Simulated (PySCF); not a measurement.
C₄H₄Cl₂, SMILES C=C(Cl)/C=C\Cl.

Coordinates come from a ωB97X-D3(BJ)/def2-SVP optimisation. The structure was generated by enumeration; whether it is a known compound was not checked. One conformer was computed; it need not be the lowest.

Level of theory: TDDFT-CAM-B3LYP/def2-SVPD in PySCF.

Vertical excitations. 

Q: Give excitation energies, oscillator strengths and character. (An estimate is asked for; the answer gives what the named calculation found.)

A: 
| state | energy (eV) | λ (nm) | f | main pairs |
|---|---|---|---|---|
| S1 | 5.35 | 232 | 0.560 | HOMO→LUMO 99 % |
| S2 | 5.96 | 208 | 0.001 | HOMO−1→LUMO 97 % |
| S3 | 6.28 | 198 | 0.000 | HOMO→LUMO+1 82 % |
| S4 | 6.43 | 193 | 0.020 | HOMO−2→LUMO 98 % |
| S5 | 6.66 | 186 | 0.001 | HOMO→LUMO+4 44 %, HOMO→LUMO+3 27 % |
| S6 | 6.88 | 180 | 0.000 | HOMO→LUMO+2 63 %, HOMO→LUMO+3 10 % |
| S7 | 7.16 | 173 | 0.000 | HOMO−3→LUMO 88 % |
| S8 | 7.27 | 171 | 0.008 | HOMO→LUMO+4 38 %, HOMO→LUMO+3 38 %, HOMO−2→LUMO+1 9 %, HOMO→LUMO+2 7 % |
| S9 | 7.29 | 170 | 0.010 | HOMO→LUMO+5 95 % |
| S10 | 7.72 | 161 | 0.007 | HOMO−1→LUMO+1 38 %, HOMO−1→LUMO+2 26 %, HOMO−1→LUMO+4 14 % |
| T1 | 2.99 | 414 | 0 | HOMO→LUMO 92 % |
| T2 | 4.62 | 268 | 0 | HOMO−2→LUMO 59 %, HOMO→LUMO+5 24 % |
| T3 | 5.84 | 212 | 0 | HOMO−1→LUMO 96 % |
| T4 | 6.03 | 206 | 0 | HOMO→LUMO+1 59 %, HOMO→LUMO+2 9 % |
Triplets are in the Tamm–Dancoff approximation, which puts them higher than full response would, so one can lie above its singlet here.
